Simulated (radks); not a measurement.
Question: Ionisation of the germanium ion Ge2+, [Ar] 3d10 4s2, to [Ar] 3d10 4s1 as the strength of local exchange is varied. All-electron calculation, scalar-relativistic Kohn-Sham, Slater X-alpha exchange (alpha = 2/3 is LDA exchange), no correlation, spin-polarised, spherical densities, finite nucleus; Fermi nuclear charge, rms radius 4.0742 fm. Program: a radial shooting solver on a logarithmic mesh with Libxc functionals.

| alpha | E(Ge2+) (hartree) | exchange (hartree) | IE (eV) | -e of the level emptied (eV) | <r> of it (bohr) |
|---|---|---|---|---|---|
| 0.576 | -2082.31675 | -62.94444 | 32.249 | 27.189 (4s) | 1.976 |
| 0.667 | -2092.29385 | -73.23466 | 33.295 | 28.307 (4s) | 1.948 |
| 0.811 | -2108.17821 | -89.70948 | 34.973 | 30.117 (4s) | 1.904 |
| 0.843 | -2111.72409 | -93.40234 | 35.350 | 30.526 (4s) | 1.895 |
| 0.944 | -2122.95391 | -105.13355 | 36.550 | 31.831 (4s) | 1.866 |
| x | -2122.84244 | -105.01683 | 36.538 | 31.817 (4s) | 1.866 |

Which alpha was used in the last row?

Answer: alpha = 0.943. NIST Atomic Spectra Database: 34.058 eV (measured). The Delta-SCF value meets it near alpha = 0.73.
